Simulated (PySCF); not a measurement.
Compound: C3H6F3NSi.
SMILES: `C=N[Si@@H](C)C(F)(F)F`

Torsions of this conformer, `[CH2:1]=[N:2][Si@@H:3]([CH3:4])[C:5]([F:6])([F:7])[F:8]`: C1–N2–Si3–C4 125°, N2–Si3–C5–F6 59°.

The closed-shell ground state was solved at several levels (PySCF, density fitting, gas phase, non-relativistic). The structure is a single PBE0-D3(BJ)/def2-SVP conformer in the gas phase; no vibrational or solvent corrections.

```json
{"level": "wB97X-D/def2-SVPD", "basis functions": "221", "total energy (Eh)": "-761.1487", "HOMO (eV)": "-9.42", "LUMO (eV)": "0.53", "gap (eV)": "9.95", "dipole (D)": "3.44"}
{"level": "PBE0/pcSseg-1", "basis functions": "173", "total energy (Eh)": "-761.0524", "HOMO (eV)": "-7.46", "LUMO (eV)": "-1.27", "gap (eV)": "6.19", "dipole (D)": "3.32"}
```

Question: What might wB97X-D/pcSseg-1 (173 basis functions) give for the same quantities?

Answer: Total energy -761.5159 Eh, HOMO -9.39 eV, LUMO 0.60 eV, gap 9.99 eV, dipole 3.46 D.

Question: Over all these levels, which gives the widest orbital gap and which the narrowest?

Answer: wB97X-D/pcSseg-1 (range-separated hybrid) has the widest, 9.99 eV, and PBE0/pcSseg-1 (global hybrid, 25 % exact exchange) the narrowest, 6.19 eV. The two share the basis. From the narrowest to the widest the HOMO moves by -1.93 eV and the LUMO by +1.87 eV.

Question: How far do the dipole and the HOMO energy spread over the levels?

Answer: The dipole runs from 3.32 to 3.46 D (mean 3.41 D) and the HOMO from -9.42 to -7.46 eV.

The pairwise dispersion term of wB97X-D wasn't added to the energies; at a given geometry it leaves orbitals and properties as they are.
